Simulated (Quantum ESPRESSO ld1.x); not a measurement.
Species: the europium ion Eu42+. Configuration: [Ar] 3d3. Calculated with ld1.x of Quantum ESPRESSO 7.5: scalar-relativistic Kohn-Sham, LDA (Slater exchange, Perdew-Zunger correlation), spin-polarised, spherical densities, point nucleus; open shells are filled with parallel spins first. Some entries of the table are withheld. Estimate them.

orbital,occ.,eigenvalue (eV),<r^2> (bohr^2),r(max) (bohr)
1s up,1,-50709.8,0.0006800,0.014
1s down,1,-50709.4,0.0006799,0.014
2s up,1,-10268.6,0.01054,0.081
2s down,1,-10255.1,0.01053,0.081
2p up,3,-9418.99,0.008450,0.065
2p down,3,-9408.34,0.008433,0.065
3s up,1,-3776.73,0.06290,0.221
3s down,1,-3762.41,0.06310,0.221
3p up,3,-3515.28,(1),0.214
3p down,3,-3500.61,(2),0.214
3d up,3,-3214.95,0.04837,0.171
3d down,0,-3196.74,0.04863,0.172
4s up,0,-1921.61,0.2286,0.450
4s down,0,-1916.75,0.2295,0.453
4p up,0,-1817.01,0.2334,(3)
4p down,0,-1812.14,0.2344,(4)

Answer. 
(1) 3p up <r^2> (bohr^2): 0.06116
(2) 3p down <r^2> (bohr^2): 0.06140
(3) 4p up r(max) (bohr): 0.453
(4) 4p down r(max) (bohr): 0.457
